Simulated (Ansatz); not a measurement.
Geometry optimisation, RKS BHLYP/def2-SVP in Ansatz.

Input file:

```yaml
crystal:
  periodic: [false, false, false]
  atoms:
    - { symbol: Si, position_ang: [-0.21689, 0.64244, -1.52054] }
    - { symbol: Si, position_ang: [0.74705, -0.30308, 0.33389] }
    - { symbol: C, position_ang: [-0.05768, -0.70837, 1.85338] }
    - { symbol: Cl, position_ang: [-1.76542, -0.3966, 2.07107] }
    - { symbol: H, position_ang: [0.7942, 0.81716, -2.57405] }
    - { symbol: H, position_ang: [-0.77417, 1.96239, -1.21515] }
    - { symbol: H, position_ang: [-1.27853, -0.21107, -2.05974] }
    - { symbol: H, position_ang: [2.16983, -0.65045, 0.3798] }
    - { symbol: H, position_ang: [0.3816, -1.15242, 2.73133] }
basis:
  gaussian: { orbitals: def2-SVP }
hamiltonian:
  xc: { name: BHLYP }
relax:
  f_tol: 0.02
  max_steps: 50
output:
  orbitals: {}
```

Command:

```bash
$ ansatz run input.yaml --threads 2 --pin off --max-ram 3072MiB --backend cpu --events-out ev --progress --plain --runs-dir out
```

Problem. Where does it end, and by what steps?

Solution. It converged. After 6 steps the energy has fallen by 0.105 eV; Cl4 moved furthest, 0.15 Å.

```
step  energy less start (eV)  largest force component (eV/Å)  accepted
   0                  0.0000                           1.934       yes
   1                 -0.0793                           0.763       yes
   2                 -0.1018                           0.247       yes
   3                 -0.1022                           0.246       yes
   4                 -0.0981                           0.264        no
   5                 -0.1046                           0.053       yes
   6                 -0.1047                           0.007       yes
```

```xyz
9
Properties=species:S:1:pos:R:3
Si -0.230 0.631 -1.484
Si 0.821 -0.331 0.361
C -0.079 -0.675 1.782
Cl -1.776 -0.339 1.929
H 0.776 0.815 -2.556
H -0.798 1.945 -1.111
H -1.309 -0.258 -1.968
H 2.257 -0.667 0.368
H 0.338 -1.121 2.679
```

Whether the end is a true minimum wasn't checked by a vibrational analysis.

Run time: 15 s on 2 threads of Intel(R) Xeon(R) Platinum 8488C (Sapphire Rapids), with other jobs on the host, peak memory 0.21 GiB.
